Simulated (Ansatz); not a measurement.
AlGa2⁻. The state is a quintet with charge -1. Geometry B3LYP-D4/def2-TZVPD; atoms count from 1.

```xyz
3

Al    0.546    0.726   -1.302
Ga    0.955   -0.981    0.821
Ga   -1.501    0.255    0.481
```

The highest occupied level of the charge -1 quintet lies above zero (up to 0.01 eV). The electron is either unbound and held by the finite basis, or the level is raised by self-interaction error. At PBE0-D4/def2-TZVPD a broken-symmetry singlet of charge -1 lies 0.31 eV below the quintet, each at its own geometry. The structure comes from a short search, and lower isomers may exist.

Question: Estimate the Mulliken populations from the PBE0/def2-TZVPD orbitals of Ansatz.

Answer: 
```tsv
atom	charge (e)	spin (α − β)
Al1	-0.39	1.39
Ga2	-0.30	1.30
Ga3	-0.30	1.30
```
Mulliken values depend strongly on the basis. With diffuse functions, as here, like atoms can get unlike values, and bond orders can come out too low or too high.

Question: Where does the spin sit?

Answer: Summed by element: Al 1.39, Ga 2.61, of 4 unpaired in all. Largest on single atoms: Al1 1.39, Ga2 1.30, Ga3 1.30.

Question: And the Mayer bond orders between heavy atoms (over 0.3)?

Answer: Al1–Ga2 0.94 (2.76 Å); Al1–Ga3 0.94 (2.76 Å); Ga2–Ga3 0.87 (2.77 Å).
